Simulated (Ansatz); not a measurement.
Coupled-cluster run, C4H3F7, SMILES `FC(F)C(F)C(F)(F)C(F)F`.

```yaml
crystal:
  periodic: [false, false, false]
  atoms:
    - {symbol: F, position_ang: [-0.654871, 1.001105, -2.591982]}
    - {symbol: C, position_ang: [0.130302, 0.670942, -1.550962]}
    - {symbol: F, position_ang: [0.651088, -0.558200, -1.796024]}
    - {symbol: C, position_ang: [-0.721354, 0.619932, -0.292508]}
    - {symbol: F, position_ang: [-1.180898, 1.887496, -0.072862]}
    - {symbol: C, position_ang: [0.042545, 0.176344, 0.957338]}
    - {symbol: F, position_ang: [1.178605, 0.905179, 1.080147]}
    - {symbol: F, position_ang: [-0.730327, 0.432079, 2.025203]}
    - {symbol: C, position_ang: [0.441848, -1.308003, 0.988698]}
    - {symbol: F, position_ang: [0.889061, -1.603711, 2.218671]}
    - {symbol: F, position_ang: [-0.651230, -2.059083, 0.736122]}
    - {symbol: H, position_ang: [0.945453, 1.395729, -1.476277]}
    - {symbol: H, position_ang: [-1.570799, -0.049899, -0.453744]}
    - {symbol: H, position_ang: [1.217578, -1.539210, 0.256980]}
basis:
  gaussian: {orbitals: def2-TZVPP}
correlation: {method: ccsd_t}
output: {orbitals: {seedname: orbitals}}
```

```sh
$ ansatz run in.yaml --threads 4 --pin off --events-out ev --progress --plain --max-ram 66560MiB --backend cuda --devices 0, --max-vram 37GiB
```

Log, shortened:

```
Functional definition: HF
2500 factors; integrals over basis functions are off by at most 8.8e-4 eV
mean field evaluation 1: about -23113.4295 eV, gradient 5.7e1 eV
mean field evaluation 2: about -23113.8670 eV, gradient 5.8e1 eV
mean field evaluation 4: about -23120.0283 eV, gradient 5.6e0 eV
mean field evaluation 8: about -23120.1264 eV, gradient 3.7e-1 eV
mean field -23120.12689054 eV, -849.6489918424 hartree, gradient 7.2e-6 eV, S^2 0.000000; 0 other end points of the search recorded, 0 dependent functions left out
11 core orbitals not correlated: weight in the atoms' cores, before any rotation towards them, 1.000 or more for the frozen orbitals, at most 0.000 for the correlated occupied ones
reference -23120.12689054 eV, -849.6489918424 hartree; 34, 34 occupied and 338, 338 virtual orbitals, 2500 factors
second order -64.54525571 eV of doubles, -0.00000000 eV of singles
cycle   1  -63.63831404 eV  change    9.1e-1 eV  update   1.6e-1
cycle   2  -64.92105334 eV  change    -1.3e0 eV  update   4.6e-2
cycle   3  -65.21569647 eV  change   -2.9e-1 eV  update   2.1e-2
cycle   4  -65.17988729 eV  change    3.6e-2 eV  update   4.4e-3
cycle   5  -65.17453183 eV  change    5.4e-3 eV  update   2.0e-3
cycle   6  -65.17746309 eV  change   -2.9e-3 eV  update   6.4e-4
cycle   7  -65.17741391 eV  change    4.9e-5 eV  update   2.4e-4
cycle   8  -65.17710022 eV  change    3.1e-4 eV  update   7.1e-5
cycle   9  -65.17709965 eV  change    5.7e-7 eV  update   2.3e-5
perturbative correction -2.16135805 eV, -0.0794284433 hartree
Total energy: -23187.46534823 eV, -852.1236345191 hartree
```

It took 51 s on 4 threads of an AMD EPYC 7R13 on a shared host and a share of an NVIDIA H100 80 GB, with 0.88 GiB of host memory at the peak.

Correlation energy per correlated electron: -0.990 eV. T1 diagnostic: 0.0120.
